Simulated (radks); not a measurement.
Values are calculated unless marked as measured or tabulated.
Q: Ionisation of Mg+, [Ne] 3s1, to Mg2+, [Ne], under several functionals. Dirac Kohn-Sham, spin-unpolarised, spherical densities, finite nucleus; a radial shooting solver on a logarithmic mesh with Libxc functionals. The NIST Atomic Spectra Database gives 15.035 eV (measured). Rank these functionals by the error of their Delta-SCF ionisation energy: PW91; AM05; Wu-Cohen GGA; LDA (Slater exchange, Perdew-Wang correlation); RPBE; HCTH/407; PBEsol.

A: From best to worst: LDA (Slater exchange, Perdew-Wang correlation) 15.043 eV (+0.008); RPBE 15.057 eV (+0.022); PW91 15.070 eV (+0.034); HCTH/407 15.198 eV (+0.162); PBEsol 14.816 eV (-0.219); Wu-Cohen GGA 14.783 eV (-0.253); AM05 14.767 eV (-0.268). Spin polarisation and multiplet splitting are left out, so open shells lie too high by an amount that depends on their filling.

Beside tabulated values, note that spin-unpolarised runs miss the spin-polarisation part of the exchange energy of open shells.
